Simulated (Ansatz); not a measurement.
Molecule: CH$_{7}$Si$_{2}$, net charge 0, doublet state. It need not be the lowest isomer of its formula. SMILES: C[SiH][SiH3]
Geometry: optimised at B3LYP-D3(BJ)/def2-TZVP (Ansatz, a quantum-chemistry and plane-wave program).

Atomisation energy built up term by term with Ansatz (kcal/mol; UHF references for open shells; valence terms freeze the core; atomic spin-orbit terms are left out). Basis-set limits of correlation are two-point, X^-3; Hartree-Fock from the larger set.

```tsv
term	basis	kcal/mol
Hartree-Fock	aug-cc-pV(Q+d)Z	576.06
CCSD correlation	CBS(aug-cc-pV(T+d)Z,aug-cc-pV(Q+d)Z)	162.47
(T)	CBS(aug-cc-pV(T+d)Z,aug-cc-pV(Q+d)Z)	7.04
core correlation	cc-pwCVTZ	0.80
scalar relativity (X2C)	cc-pVTZ-DK against cc-pVTZ	-1.40
sum: De		745.0
```

(T) makes 0.9 % of the CCSD(T) atomisation energy; under 5 % is typical of single-reference molecules.
